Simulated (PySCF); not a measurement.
## Unknown compound

An unknown has the formula C6H6ClFO. Its calculated NMR data are:

¹H NMR (400 MHz, computed): δ 7.75 (m, 1H), 6.21 (m, 1H), 6.21 (m, 1H), 2.74 (s, 3H).

¹³C{¹H} NMR (computed): δ 163.9, 163.2, 144.8, 134.7, 126.4, 17.6.

One computed conformer, gas phase, equivalent nuclei averaged, relativity neglected. Structure optimised with GFN2-xTB; shielding tensors at PBE0/pcSseg-1 (GIAO); PySCF 2.14.

Scale: ¹H (31.72 ppm), ¹³C (186.93 ppm) vs TMS (reference shieldings calculated alike).

**Question.** Choose the structure that fits.
A. C=C/C(F)=C(/C)C(=O)Cl
B. C/C=C(C=O)/C(Cl)=C/F
C. C=C/C(C)=C(\Cl)C(=O)F

**Answer.** C. 

1. Rings plus π bonds: 3 (no ring in the answer).
2. 6 carbon signals for 6 carbons: no two carbons are equivalent.
3. Carbon types of the structure: 3 × C, 1 × CH, 1 × CH2, 1 × CH3, which accounts for all hydrogens.
4. δC 163.9: β carbon of a C=C–C=O unit; conjugation with the carbonyl draws π density from the β position.
5. δC 163.2: carbonyl carbon.
6. δC 144.8: alkene CH; as expected for a trigonal carbon in a double bond.
7. δC 134.7: terminal =CH2 carbon; as expected for a trigonal carbon in a double bond.
8. δC 126.4: α carbon of a C=C–C=O unit; an sp2 carbon of a C=C bond.

The others: C=C/C(F)=C(/C)C(=O)Cl has carbons computed at 178.7, 177.6, 136.9, 135.5, 117.6, 17.8; C/C=C(C=O)/C(Cl)=C/F has carbons computed at 189.4, 163.1, 161.1, 135.6, 124.2, 16.2, with a different DEPT pattern.

Carbons that carry Cl, above all several Cl atoms, come out too deshielded, partly because spin–orbit coupling is missing. Splittings by ¹⁹F in the carbon and heteronuclear signals aren't shown, as no couplings were computed. Shifts are as computed. Against solution values, carbons near 30 ppm lie about +3 ppm off and those near 130 ppm about +5 ppm; carbons on Cl a further +6 ppm. Of 1211 compounds with measured shifts, 218 miss one by over three times the rms of a fit or turn the order of signals round; such compounds aren't used in these exercises. Multiplicities follow the n + 1 count of equivalent neighbours, as no J values were calculated; m marks all less simple cases, F and P coupling included.
